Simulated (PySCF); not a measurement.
# Radial density of P⁺ (phosphorus, charge +1)

M06, [Ne] 3s1 3p3, high-spin 5S determinant (an excited configuration). All numbers are calculated (PySCF 2.14, no relativity, point nucleus, in aug-cc-pwCVQZ (10s9p7d5f3g, 134 functions)).

| r (bohr) | 4πr²ρ (e/bohr) | 4πr²(ρα − ρβ) |
| --- | --- | --- |
| 0.00163 | 0.06980 | 0.0002 |
| 0.00275 | 0.1911 | 0.0007 |
| 0.00462 | 0.5108 | 0.0018 |
| 0.00777 | 1.315 | 0.0046 |
| 0.0131 | 3.173 | 0.0109 |
| 0.0220 | 6.875 | 0.0235 |
| 0.0370 | 12.45 | 0.0423 |
| 0.0622 | 16.84 | 0.0600 |
| 0.105 | 14.87 | 0.0891 |
| 0.176 | 10.86 | 0.2436 |
| 0.296 | 14.74 | 0.4930 |
| 0.498 | 13.45 | 0.1497 |
| 0.838 | 3.925 | 0.2989 |
| 1.41 | 2.297 | 2.1408 |
| 2.37 | 1.495 | 1.4941 |
| 3.99 | 0.1468 | 0.1468 |
| 6.71 | 0.001375 | 0.0014 |
